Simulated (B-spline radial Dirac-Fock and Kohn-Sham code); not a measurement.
Conversion-electron coefficients: Ge, 1870 keV

Z = 32 (germanium), transition energy 1870 keV. Model: a Dirac-Hartree-Slater potential of the neutral atom with a Latter tail (no hole, which puts coefficients of high multipoles low close above an edge), finite nucleus with surface currents. Program: a radial B-spline solver. Subshells that would emit electrons below 1 keV are left out, and so is internal pair formation.

```csv
subshell,electron energy (keV),E1,E2,E3,E4,M2
K,1858.90,4.72e-05,8.55e-05,0.000143,0.000230,0.000151
L1,1868.59,4.68e-06,8.52e-06,1.43e-05,2.31e-05,1.52e-05
L2,1868.75,1.88e-08,6.53e-08,1.94e-07,5.02e-07,1.47e-07
L3,1868.78,5.34e-08,8.29e-08,1.34e-07,2.34e-07,7.09e-08
M1,1869.82,7.22e-07,1.31e-06,2.21e-06,3.57e-06,2.35e-06
M2,1869.88,2.91e-09,1.01e-08,3.01e-08,7.76e-08,2.27e-08
M3,1869.88,8.20e-09,1.27e-08,2.07e-08,3.60e-08,1.09e-08
M4,1869.96,1.39e-12,2.89e-12,5.98e-12,1.59e-11,3.06e-12
M5,1869.96,5.82e-12,7.64e-12,1.08e-11,1.70e-11,7.05e-12
N1,1869.99,6.25e-08,1.14e-07,1.91e-07,3.10e-07,2.04e-07
N2,1869.99,4.46e-11,1.55e-10,4.61e-10,1.19e-09,3.49e-10
N3,1869.99,1.23e-10,1.91e-10,3.10e-10,5.39e-10,1.63e-10
total,,5.27e-05,9.56e-05,0.000160,0.000258,0.000169
```

Q: For a pure E4 transition, what fraction of decays emits a photon?

A: 1/(1 + α) = 1.00 with the total α = 0.000258, and pair formation is not counted.

Values without a named source are computed, but for edge energies of neutral atoms, which are taken from tables.
